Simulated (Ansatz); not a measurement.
C₄H₁₀O, charge -1, doublet, at the geometry of the source list (a state made from the parent by changing its charge; the spin is typed, not shown lowest) (a gas-phase anion, which may not be bound at this level), with bond 8-1 at 1.8 times its length; PBE0/STO-3G run with Ansatz (a quantum-chemistry and plane-wave program).

The Ansatz input:
Ansatz 0.2 input:
```yaml
crystal:
  periodic: [false, false, false]
  atoms:
    - {symbol: C, position_ang: [-2.19060000, -0.09530000, 0.21800000]}
    - {symbol: C, position_ang: [-0.85850000, -0.04340000, -0.51960000]}
    - {symbol: C, position_ang: [0.31850000, 0.01870000, 0.44880000]}
    - {symbol: C, position_ang: [1.65600000, 0.07090000, -0.28060000]}
    - {symbol: O, position_ang: [2.69010000, 0.12660000, 0.68120000]}
    - {symbol: H, position_ang: [-2.23690000, -0.97320000, 0.85780000]}
    - {symbol: H, position_ang: [-3.01690000, -0.13920000, -0.48710000]}
    - {symbol: H, position_ang: [-2.41506000, 1.49392000, 1.33778000]}
    - {symbol: H, position_ang: [-0.83720000, 0.83350000, -1.17070000]}
    - {symbol: H, position_ang: [-0.75880000, -0.92780000, -1.15310000]}
    - {symbol: H, position_ang: [0.23690000, 0.90320000, 1.08190000]}
    - {symbol: H, position_ang: [0.31520000, -0.85680000, 1.09950000]}
    - {symbol: H, position_ang: [1.69000000, 0.95740000, -0.93150000]}
    - {symbol: H, position_ang: [1.76920000, -0.82190000, -0.91370000]}
    - {symbol: H, position_ang: [3.53840000, 0.15980000, 0.22900000]}
basis:
  gaussian:
    orbitals: STO-3G
hamiltonian:
  xc: pbe0
total_charge: -1
magnetization: {spin_polarized: true, initial_magnetization: 1}
scf: {lower_state_search: standard}
```

Problem. What does Ansatz print? Leave out banner, timings and long lists.

Solution. 
```
Functional definition: PBE0
501 factors; integrals over basis functions are off by at most 4.4e-5 eV
mean field evaluation 1: about -6258.5691 eV, gradient 1.8e1 eV
mean field evaluation 2: about -6248.1220 eV, gradient 2.7e1 eV
mean field evaluation 4: about -6261.4318 eV, gradient 3.7e0 eV
mean field evaluation 8: about -6261.6224 eV, gradient 1.5e-1 eV
mean field evaluation 16: about -6261.6227 eV, gradient 6.8e-5 eV
mean field -6261.62269016 eV, -230.1103895831 hartree, gradient 6.8e-5 eV, S^2 0.750686; 0 other end points of the search recorded, 0 dependent functions left out
reference -6261.62270934 eV, -230.1103902880 hartree; 22, 21 occupied and 13, 14 virtual orbitals, 501 factors
Total energy: -6261.62270934 eV, -230.1103902880 hartree
```
